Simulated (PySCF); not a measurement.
**Löwdin shares of the frontier orbitals**

SnBr4.
Geometry (PBE0-D3(BJ)/def2-SVP, Å), atoms numbered from 1 in this order:
```
atom  x, y, z in Å
Sn1    0.016   -0.014    0.013
Br2   -0.169   -0.103    2.470
Br3    2.382   -0.014   -0.664
Br4   -1.072    1.997   -0.900
Br5   -1.082   -1.977   -0.980
```

Computed with PySCF, TDDFT wB97X-D/def2-SVPD, vertical, gas phase, core orbitals frozen in the response, def2 core potentials past Kr. Spin–orbit coupling is left out.

Frontier orbitals with the atoms that hold most of them (Löwdin shares over 4%, at most four atoms; ? is withheld):

```csv
orbital,ε (eV),atoms
HOMO-3,-11.13,"Br2 31%, Br3 25%, Br4 22%, Br5 16%"
HOMO-2,-10.84,"Br4 36%, Br3 31%, Br2 29%, Br5 4%"
HOMO-1,-10.83,"Br5 43%, Br2 29%, Br3 20%, Br4 8%"
HOMO,-10.80,"Br5 38%, Br4 33%, Br3 29%"
LUMO,-2.17,?
LUMO+1,0.80,"Sn1 36%, Br5 21%, Br4 17%, Br2 13%"
LUMO+2,0.83,"Sn1 36%, Br3 23%, Br4 14%, Br5 14%"
```

(1) Which atoms hold the LUMO, and with what shares?

(2) The HOMO–LUMO gap is 8.62 eV. Where does the response calculation put the lowest singlet, and from which orbitals?

Results:

(1) Sn1 (bonded to 4 Br) 23%; Br2 (bonded to Sn) 21%; Br4 (bonded to Sn) 19%; Br3 (bonded to Sn) 19%. By element: bromine 59% or more, tin 23%.

(2) S1 is at 4.35 eV (f = 0.0000), 4.28 eV below the gap, made of HOMO→LUMO (96%). Without the coupling terms of the response equations the lowest excitation would equal the gap.

Next come S2 at 4.36 eV (f 0.0000), HOMO-1→LUMO (94%); S3 at 4.37 eV (f 0.0001), HOMO-2→LUMO (95%); S4 at 4.81 eV (f 0.065), HOMO-3→LUMO (88%); S5 at 4.82 eV (f 0.056), HOMO-4→LUMO (73%), HOMO-6→LUMO (14%).

Orbitals of the list HOMO-3 to LUMO+2 that lie within 0.01 eV of each other are written together with a slash and their weights summed (≥ marks a lower bound); for degenerate orbitals outside that list single weights are arbitrary.

Löwdin shares depend on the basis, the more so with diffuse functions.

Hardware: one thread of an AMD EPYC, shared host with 64 logical CPUs at a one-minute load of 57. Cost: 8.4 min (with the writing of density and orbital grids), 1.1 GiB resident at most.
